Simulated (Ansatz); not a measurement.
Reaction (cleavage of the B–B bond): `CB(F)BCl` + `O[SiH2][SiH3]` → `[SiH3][SiH2]OBCl` + `CBF`

Isolated molecules relaxed with PBE0-D4/def2-TZVP in Ansatz; ΔE leaves out vibrations. CCSD(T)/CBS adds triple-zeta CCSD(T) − MP2 to the extrapolated MP2 energy (def2 sets, frozen cores). This one scheme is used for every species. Functionals use def2-TZVPP. B3LYP here is the variant with VWN-RPA as its local correlation; programs differ in this. One conformer a species, not always the lowest.

`CB(F)BCl`:

```xyz
9

C    -0.424    0.990    0.740
B     0.176    0.280   -0.513
F     0.718    1.038   -1.471
B     0.224   -1.406   -0.715
Cl    1.527   -2.304    0.028
H    -1.333    0.508    1.108
H     0.309    0.904    1.554
H    -0.614    2.053    0.576
H    -0.583   -2.063   -1.304
```

`O[SiH2][SiH3]`:

```xyz
9

O    -1.694    1.175    0.201
Si   -0.280    0.803   -0.573
Si    0.889   -0.936    0.486
H    -2.343    0.478    0.298
H    -0.526    0.412   -1.992
H     0.519    2.054   -0.561
H     2.122   -1.262   -0.283
H     0.040   -2.159    0.549
H     1.273   -0.565    1.875
```

`[SiH3][SiH2]OBCl`:

Z-matrix (Å, degrees):
```
Si
Si 1 2.346
H 1 1.487 2 110.9
H 1 1.488 2 107.7 3 119.2
H 1 1.487 2 110.9 3 -121.6
O 2 1.669 1 112.2 3 60.9
H 2 1.485 1 111.0 3 -58.6
H 2 1.485 1 110.9 3 -179.7
B 6 1.336 2 132.4 1 -0.2
Cl 9 1.756 6 119.3 2 179.9
H 9 1.197 6 122.8 2 -0.1
```

`CBF`:

Cartesian coordinates in Å:
```
C 0.587 0.234 0.272
B -0.734 -0.302 -0.344
F -1.844 0.422 -0.293
H 0.495 1.220 0.730
H 1.364 0.270 -0.499
H 0.960 -0.475 1.021
H -0.827 -1.370 -0.887
```

CCSD(T)/CBS gives -1.76 eV.

Task: Another level gave -1.69 eV. Which?
A. PBE0/def2-TZVPP
B. PBE/def2-TZVPP
C. B3LYP-D4/def2-TZVPP
D. SCS-MP2/def2-TZVPP

Result: A. PBE0 -1.69, PBE -1.65, B3LYP-D4 -1.79, SCS-MP2/def2-TZVPP -1.84 eV.

Largest T1 diagnostic among the species: 0.013.

From PBE to PBE0 (25 % exact exchange), in def2-TZVPP and without D4, ΔE moves by −0.04 eV. In def2-TZVPP, CCSD(T) changes the Hartree–Fock value by +0.10 eV (the triples alone add +0.00 eV) and MP2 by +0.04 eV.
